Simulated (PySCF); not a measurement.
**Highest orbital energy against ionisation energy along the third row**

Calculated with PySCF 2.14, no spin-orbit coupling. Each cell gives −ε(HOMO) / ΔSCF in eV; NIST values include spin-orbit coupling, (s) semi-empirical, (t) theoretical.

```
                             species              UHF              LDA              PBE             PBE0           r2SCAN  NIST (lowest levels)
Al²⁺ (def2-TZVPPD, non-relativistic)  28.041 / 28.021  24.566 / 28.780  24.457 / 28.779  25.460 / 28.648  24.657 / 28.351                28.448
Si²⁺ (def2-TZVPPD, non-relativistic)  32.164 / 31.978  28.623 / 33.554  28.500 / 33.419  29.647 / 33.281  28.655 / 32.886                33.493
 P²⁺ (def2-TZVPPD, non-relativistic)  29.984 / 29.599  24.814 / 30.232  24.964 / 30.273  26.376 / 30.288  25.408 / 30.386                30.203
 S²⁺ (def2-TZVPPD, non-relativistic)  34.722 / 34.159  28.862 / 34.886  28.957 / 34.843  30.580 / 34.881  29.484 / 35.031      34.86 ± 0.04 (s)
Cl²⁺ (def2-TZVPPD, non-relativistic)  39.689 / 38.958  33.036 / 39.669  33.101 / 39.584  34.956 / 39.664  33.778 / 39.825       39.8 ± 0.11 (s)
Ar²⁺ (def2-TZVPPD, non-relativistic)  40.417 / 39.381  34.099 / 40.847  34.163 / 40.735  36.013 / 40.728  34.571 / 40.686    40.735 ± 0.012 (s)
```

**Question.** How far is −ε(HOMO) from ΔSCF on average for each method, and why?

**Answer.** UHF 0.49 eV; LDA -5.66 eV; PBE -5.58 eV; PBE0 -4.08 eV; r2SCAN -5.10 eV. Hartree-Fock orbital energies lack relaxation and so exceed the ΔSCF value; semilocal functionals have convex E(N) from self-interaction, so their HOMO lies far too high; exact exchange moves hybrids part of the way back.
